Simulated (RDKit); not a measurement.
RDKit input (UFF):

```python
from rdkit import Chem
from rdkit.Chem import AllChem, rdDetermineBonds

mol = Chem.MolFromXYZFile('mol.xyz')
rdDetermineBonds.DetermineBonds(mol, charge=-1)
print('SMILES', Chem.MolToSmiles(Chem.RemoveHs(mol)))
ff = AllChem.UFFGetMoleculeForceField(mol)
e0 = ff.CalcEnergy()
flag = ff.Minimize(maxIts=5000, forceTol=1e-5)
print(f'energy {e0:.4f} -> {ff.CalcEnergy():.4f} kcal/mol, converged: {flag == 0}')
print(Chem.MolToXYZBlock(mol))
```
mol.xyz:
```
8

Br     2.28972300    -0.57978200    -0.19901800
C      0.36654200    -0.24149600    -0.02850500
C     -0.55900500    -1.32832200     0.08174900
C     -1.90393600    -1.04502300     0.19994000
Se    -1.97719100     0.88898400     0.16309200
C     -0.10280300     1.02817100    -0.01367400
H     -0.19072500    -2.35067600     0.07070100
H      0.47014700     1.93762200    -0.08726500
```

Output:

```
[06:08:16] UFFTYPER: Unrecognized atom type: Se2+2 (4)
SMILES Brc1c[c-][se]c1
energy 3.0323 -> -0.0411 kcal/mol, converged: True
8

Br     2.221540   -0.571295   -0.192894
C      0.345930   -0.248003   -0.026448
C     -0.534940   -1.306111    0.079019
C     -1.887223   -1.063104    0.198800
Se    -1.977191    0.888984    0.163092
C     -0.137414    1.045395   -0.010857
H     -0.172741   -2.325670    0.068470
H      0.534791    1.889283   -0.092163
```

The dipole moment of an ion depends on the origin.

The geometry given is a B3LYP-D3(BJ)/def2-TZVP minimum.
